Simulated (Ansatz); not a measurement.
Start from `[OH][GeH2][SeH]` and change one atom or group to get `[CH3][GeH]([OH])[SeH]`.

Ansatz, PBE0-D4/def2-TZVP geometries, multiplicity 1. Each molecule was computed in one conformer, which needn't be the lowest.

Scalar relativity is left out up to krypton.

```csv
property,`[OH][GeH2][SeH]`
HOMO–LUMO gap (B3LYP/def2-TZVPP) / eV,6.47
HOMO–LUMO gap (PBE/def2-TZVPP) / eV,4.94
LUMO energy (ωB97M-V/def2-TZVPP) / eV,1.66
LUMO energy (PBE/def2-TZVPP) / eV,-1.11
HOMO–LUMO gap (ωB97M-V/def2-TZVPP) / eV,11.05
size of the dipole moment (PBE/def2-TZVPP) / D,0.39
```

Problem. What does the change do to each property? (Estimate.)

Solution. Computed: 
```json
{"property": "HOMO–LUMO gap (B3LYP/def2-TZVPP) / eV", "`[CH3][GeH]([OH])[SeH]`": "6.59", "shift": "0.12"}
{"property": "HOMO–LUMO gap (PBE/def2-TZVPP) / eV", "`[CH3][GeH]([OH])[SeH]`": "5.03", "shift": "0.09"}
{"property": "LUMO energy (ωB97M-V/def2-TZVPP) / eV", "`[CH3][GeH]([OH])[SeH]`": "1.96", "shift": "0.30"}
{"property": "LUMO energy (PBE/def2-TZVPP) / eV", "`[CH3][GeH]([OH])[SeH]`": "-0.83", "shift": "0.28"}
{"property": "HOMO–LUMO gap (ωB97M-V/def2-TZVPP) / eV", "`[CH3][GeH]([OH])[SeH]`": "11.18", "shift": "0.13"}
{"property": "size of the dipole moment (PBE/def2-TZVPP) / D", "`[CH3][GeH]([OH])[SeH]`": "0.67", "shift": "0.28"}
```

With PBE0 the HOMO rises by 0.18 eV and the LUMO rises by 0.29 eV, so the gap widens by about 0.11 eV. PBE moves the HOMO by 0.18 eV and ωB97M-V by 0.17 eV. Dipoles are sizes alone; their direction can turn.

B3LYP here is the variant with VWN-RPA as its local correlation; programs differ in this.

Spin–orbit coupling is left out; it splits and shifts lone-pair levels of the heavy atoms by tenths of an eV.
